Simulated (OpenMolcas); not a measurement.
A calculation on Hf+.

| Quantity | Value |
| --- | --- |
| Program | OpenMolcas |
| Method | CASSCF |
| Basis | ANO-RCC-VQZP [9s8p6d4f3g2h] |
| Scalar Hamiltonian | DKH2, point nucleus |
| Active space | 3 electrons in 11 orbitals (5d 6s 6d) |
| State averaging | 2S+1 = 2 even, 29 roots; 2S+1 = 4 even, 17 roots kept (CI in the orbitals of an earlier block) |
| Spin-orbit coupling | state interaction with AMFI integrals over the reference wave functions, term energies averaged over their components |

(1) Which level of the active space comes out lowest?

(2) How high does 5d³ ⁴F_3/2 lie?

(3) How high does 5d² 6s ⁴P_3/2 lie?

(4) How high does 5d² 6s ⁴F_9/2 lie?

(5) The level at 12896 cm⁻¹ has J = 5/2. What is it made of, and what is its g factor?

Measured values: NIST Handbook of Basic Atomic Spectroscopic Data.

Answers

(1) 5d 6s² ²D_3/2, with 62 % of that term; it is also the measured ground level.

(2) 16809 cm⁻¹ above the lowest level.

(3) 12328 cm⁻¹ above the lowest level.

(4) 6674 cm⁻¹ above the lowest level; measured 8362 cm⁻¹ above the ground level, so the calculation is off by -20 %.

(5) 51 % 5d² 6s ²F_5/2, 33 % 5d² 6s ⁴P, 12 % 5d² 6s ²D; g = 1.155, against 0.857 from Landé's formula for the pure leading term.

Without dynamic correlation excited terms often stand tens of per cent too high (terms of higher spin than the ground term too low), and those without a measured partner can miss by more than the paired ones. Terms from blocks run as CI alone lack orbitals of their own. Active for correlation alone: 6d; no level in the range computed is led by a configuration that fills it, so any true level of that kind is missing. Measured partners are found by configuration, term and J. A level has none where our copy of the source lacks it or the pairing is in doubt (some pairs that miss far off the trend of their configuration count as doubtful), and it then counts in no deviation. Levels of configurations outside the active space are missing.
